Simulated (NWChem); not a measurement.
# P2H cation; SMILES P#[PH+]

Program: NWChem. Pople sets run with spherical d functions. The geometry was optimised at PBE-D3(BJ)/def2-SVP. Vertical excitations in the gas phase; the lowest state need not have the same character in each row.

| level | lowest excitation, singlet (eV) | oscillator strength of that lowest state | lowest state with f > 0.02, singlet (eV) | oscillator strength of that bright state | orbital gap (eV) |
|---|---|---|---|---|---|
| PBE/6-31+G*, full TDDFT | 3.76 | 0.000 | 5.96 | 0.052 | 3.76 |
| B3LYP/6-31+G*, full TDDFT | (withheld) | 0.000 | (withheld) | (withheld) | (withheld) |
| LRC-wPBEh/6-31+G*, full TDDFT | 3.42 | 0.000 | 5.05 | 0.021 | 9.07 |
| CAM-B3LYP/6-31+G*, full TDDFT | 3.31 | 0.000 | 4.92 | 0.021 | 7.88 |

Problem. Fill in the missing entries.

Solution. 
- B3LYP/6-31+G*, full TDDFT, lowest excitation, singlet (eV): 3.55
- B3LYP/6-31+G*, full TDDFT, lowest state with f > 0.02, singlet (eV): 6.04
- B3LYP/6-31+G*, full TDDFT, oscillator strength of that bright state: 0.072
- B3LYP/6-31+G*, full TDDFT, orbital gap (eV): 5.16
